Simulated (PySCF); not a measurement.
Excitations are Tamm–Dancoff values on a coarser integration grid. The basis has no diffuse functions, so Rydberg states are missing or too high.

Cartesian coordinates (Å):
```xyz
7

O      1.9521    -0.3097     0.2190
In     0.0003    -0.0001     0.0000
O     -0.6979     1.8520    -0.1896
O     -1.2543    -1.5425    -0.0294
H      2.1604    -1.2473     0.3001
H      0.0084     2.5073    -0.1594
H     -2.1690    -1.2596    -0.1408
```
Charge 0, multiplicity 1.

### Question
What is the computed dipole moment, S1 excitation (TDA), brightest of the four lowest singlets (TDA), total energy and T1 excitation (TDA) (ωB97X-D3(BJ)/def2-TZVP // B3LYP-D3(BJ)/def2-TZVP (PySCF))?

### Answer

| Quantity | Result |
|---|---|
| dipole moment | 0.00 D |
| S1 excitation (TDA) | 5.60 eV |
| brightest of the four lowest singlets (TDA) | 6.35 eV |
| total energy | -417.8640 Ha |
| T1 excitation (TDA) | 5.18 eV |
